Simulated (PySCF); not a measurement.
This PySCF input asks for the NMR shieldings of SMILES C1[N@+]([BH3-])(C)[SiH2]CC1=C, C5H14BNSi; the geometry comes from GFN2-xTB.

```python
import basis_set_exchange as bse
import numpy as np
from pyscf import gto, dft
from pyscf.prop import nmr

atoms = """
B    -2.036486   -1.056282   -0.678659
N    -0.798267   -0.191069   -0.042372
C    -1.301404    1.122119    0.349403
C     0.275441   -0.015505   -1.025419
C     1.523790    0.404332   -0.304770
C     2.314807    1.391917   -0.684225
C     1.715540   -0.426658    0.935735
Si   -0.038854   -1.062746    1.344482
H    -1.565499   -2.092500   -1.047223
H    -2.484898   -0.413860   -1.578765
H    -2.813647   -1.212089    0.217116
H    -0.505034    1.752672    0.754825
H    -2.085632    1.001840    1.092662
H    -1.736677    1.614397   -0.520215
H    -0.029922    0.696809   -1.794010
H     0.441485   -0.981579   -1.511033
H     3.196881    1.660253   -0.127536
H     2.123922    1.959577   -1.579155
H     2.388901   -1.256146    0.709102
H     2.194886    0.149107    1.725990
H    -0.610996   -0.523348    2.576175
H    -0.178748   -2.501856    1.187043
"""
names = dict.fromkeys(["B", "N", "C", "Si", "H"], "pcSseg-1")
basis = {el: gto.basis.parse(bse.get_basis(n, elements=[el], fmt="nwchem")) for el, n in names.items()}
mol = gto.M(atom=atoms, basis=basis, charge=0, verbose=0)
mf = dft.RKS(mol, xc="PBE0")
mf.grids.level = 2
mf.grids.alignment = dft.numint.BLKSIZE   # the property module wants whole blocks of grid points
mf.conv_tol = 1e-9
mf.kernel()

calc = nmr.RKS(mf)   # GIAO
C = mf.mo_coeff
Co = C[:, mf.mo_occ > 0]
resp = mf.gen_response(singlet=True, hermi=2)
def vind(x):   # induced exchange potential for any number of trial vectors
    d = np.einsum("pi,xij,qj->xpq", C, 2 * x.reshape(-1, C.shape[1], Co.shape[1]), Co, optimize=True)
    return np.einsum("xpq,pi,qj->xij", resp(d - d.transpose(0, 2, 1)), C, Co, optimize=True).ravel()
mo1, _ = nmr.rhf.solve_mo1(calc, with_cphf=vind)
sigma = calc.kernel(mo1)
for i, s in enumerate(sigma):   # ppm
    w = np.linalg.eigvalsh((s + s.T) / 2)
    print("%2d %-2s iso %8.1f  s11 %8.1f  s22 %8.1f  s33 %8.1f" % (i, mol.atom_pure_symbol(i), w.mean(), *w))
```

**Question.** What are the results?

**Answer.** 
```
 0 B  iso    116.2  s11     92.5  s22    104.4  s33    151.8
 1 N  iso    221.5  s11    197.0  s22    224.7  s33    242.9
 2 C  iso    139.5  s11    106.6  s22    130.3  s33    181.7
 3 C  iso    115.6  s11     85.7  s22    114.4  s33    146.8
 4 C  iso     33.3  s11    -77.0  s22     39.4  s33    137.7
 5 C  iso     67.3  s11    -41.3  s22     88.4  s33    154.7
 6 C  iso    167.8  s11    143.5  s22    160.9  s33    199.0
 7 Si iso    336.8  s11    292.1  s22    315.2  s33    402.9
 8 H  iso     29.7  s11     26.2  s22     27.3  s33     35.6
 9 H  iso     29.6  s11     26.6  s22     27.0  s33     35.2
10 H  iso     29.5  s11     26.3  s22     26.8  s33     35.4
11 H  iso     29.3  s11     24.4  s22     28.1  s33     35.3
12 H  iso     29.0  s11     25.1  s22     26.4  s33     35.5
13 H  iso     29.5  s11     26.0  s22     26.6  s33     35.8
14 H  iso     28.7  s11     24.9  s22     28.2  s33     33.1
15 H  iso     27.9  s11     23.6  s22     27.4  s33     32.5
16 H  iso     26.3  s11     22.8  s22     24.9  s33     31.3
17 H  iso     26.2  s11     22.7  s22     24.7  s33     31.2
18 H  iso     29.5  s11     25.2  s22     27.0  s33     36.4
19 H  iso     29.8  s11     25.9  s22     27.7  s33     35.9
20 H  iso     27.1  s11     23.8  s22     25.3  s33     32.2
21 H  iso     26.7  s11     22.7  s22     25.3  s33     32.0
```

These numbers come from an equivalent density-fitted implementation of the same equations, which agrees with the script to about 0.01 ppm for H and up to a few tenths of a ppm for heavy atoms, so last digits may differ.

Size and cost of the density-fitted run: 213 basis functions, 84 s wall time on 1 thread of an Arm Neoverse N1, shared host; peak memory 1 GiB.
